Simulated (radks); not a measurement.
The nuclear charge of the zirconium ion Zr2+ is varied continuously with 38 electrons held in [Kr] 4d2. Calculated with a radial shooting solver on a logarithmic mesh with Libxc functionals: scalar-relativistic Kohn-Sham, PBE, spin-polarised, spherical densities, finite nucleus; open shells are filled with parallel spins first (spin-orbit coupling, left out, can overturn this in heavy ions); Fermi nuclear charge, rms radius 4.2694 fm. By the Hellmann-Feynman theorem dE/dZ = E(electron-nucleus)/Z, the electronic potential at the nucleus (averaged over a nucleus of fixed radius). The scalar-relativistic energy here is not variational (the density holds large components alone), so the two differ by a part that grows with Z.

[
 {"Z": "39.5", "E (hartree)": "-3490.42859", "E(electron-nucleus)/Z (hartree)": "-212.457", "HOMO": "4d", "e(HOMO) (eV)": "-12.260", "<r> HOMO (bohr)": "2.218"},
 {"Z": "39.75", "E (hartree)": "-3543.87698", "E(electron-nucleus)/Z (hartree)": "-214.264", "HOMO": "4d", "e(HOMO) (eV)": "-15.005", "<r> HOMO (bohr)": "2.099"},
 {"Z": "40", "E (hartree)": "-3597.77935", "E(electron-nucleus)/Z (hartree)": "-216.069", "HOMO": "4d", "e(HOMO) (eV)": "-17.937", "<r> HOMO (bohr)": "1.998"},
 {"Z": "40.25", "E (hartree)": "-3652.13559", "E(electron-nucleus)/Z (hartree)": "-217.875", "HOMO": "4d", "e(HOMO) (eV)": "-21.046", "<r> HOMO (bohr)": "1.912"},
 {"Z": "40.5", "E (hartree)": "-3706.94569", "E(electron-nucleus)/Z (hartree)": "-219.680", "HOMO": "4d", "e(HOMO) (eV)": "-24.320", "<r> HOMO (bohr)": "1.836"},
 {"Z": "40.75", "E (hartree)": "-3762.20971", "E(electron-nucleus)/Z (hartree)": "-221.485", "HOMO": "4d", "e(HOMO) (eV)": "-27.754", "<r> HOMO (bohr)": "1.768"},
 {"Z": "41", "E (hartree)": "-3817.92777", "E(electron-nucleus)/Z (hartree)": "-223.291", "HOMO": "4d", "e(HOMO) (eV)": "-31.342", "<r> HOMO (bohr)": "1.708"}
]

The central difference of E at Z = 40 is -216.517 hartree, to compare with the third column; the second derivative is -7.26 hartree.
